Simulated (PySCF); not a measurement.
F5W (SMILES [F][W]([F])([F])([F])[F]), doublet, at a GFN2-xTB geometry (such geometries of metal compounds can be far from the true shape) (core potentials on W). Base run: DF-BLYP/def2-SV(P) (PySCF).

Here is a job for PySCF.
```python
from pyscf import gto, scf, dft

mol = gto.M(
    atom='''
W    -0.03014137   -0.02973527    0.01267717
F     1.06889118   -1.06291643    1.07015729
F    -1.46868278    0.66851128   -0.90200882
F     0.37898183    1.81301718    0.23492453
F     1.54533305    0.08537117   -1.04427276
F    -1.27669428   -1.25949322    0.53696527
''',
    basis='def2-sv(p)',
    ecp={'W': 'def2-sv(p)'},
    spin=1,
    verbose=4,
)

mf = dft.UKS(mol)
mf.xc = 'blyp'
mf = mf.density_fit(auxbasis='def2-universal-jkfit')
mf.kernel()
mf.analyze()
```

Variants of this job, named by their change:

```json
[
 {"change": "base", "ΔE vs base (mEh)": "0.000", "grid points": "95624", "electrons on the grid": "58.99998", "outcome": "converged"},
 {"change": "small_rho_cutoff = 0", "ΔE vs base (mEh)": "0.000", "grid points": "95624", "electrons on the grid": "58.99998", "outcome": "converged"},
 {"change": "grids.prune = off", "ΔE vs base (mEh)": "0.000", "grid points": "156656", "electrons on the grid": "58.99999", "outcome": "converged"},
 {"change": "grids.atom_grid = (30, 110)", "ΔE vs base (mEh)": "-0.731", "grid points": "14736", "electrons on the grid": "59.00473", "outcome": "converged"},
 {"change": "grids.level = 1", "ΔE vs base (mEh)": "0.247", "grid points": "35440", "electrons on the grid": "58.99926", "outcome": "converged"},
 {"change": "grids.level = 2", "ΔE vs base (mEh)": "-0.055", "grid points": "73616", "electrons on the grid": "59.00006", "outcome": "converged"},
 {"change": "grids.atom_grid = (75, 302)", "ΔE vs base (mEh)": "-0.055", "grid points": "85176", "electrons on the grid": "59.00006", "outcome": "converged"},
 {"change": "grids.prune = dft.gen_grid.sg1_prune", "ΔE vs base (mEh)": "-", "grid points": "-", "electrons on the grid": "-", "outcome": "input refused"},
 {"change": "grids.prune = dft.gen_grid.treutler_prune", "ΔE vs base (mEh)": "0.001", "grid points": "85144", "electrons on the grid": "58.99999", "outcome": "converged"},
 {"change": "grids.level = 0", "ΔE vs base (mEh)": "74.094", "grid points": "8696", "electrons on the grid": "58.99375", "outcome": "converged"},
 {"change": "grids.becke_scheme = stratmann", "ΔE vs base (mEh)": "-0.002", "grid points": "95624", "electrons on the grid": "58.99999", "outcome": "converged"}
]
```

Open shells are given as the SCF converged; they aren't shown to be the lowest states, and a large step between rows can be another state.

- grids.prune = dft.gen_grid.sg1_prune: ended with `IndexError: index 74 is out of bounds for axis 0 with size 19`
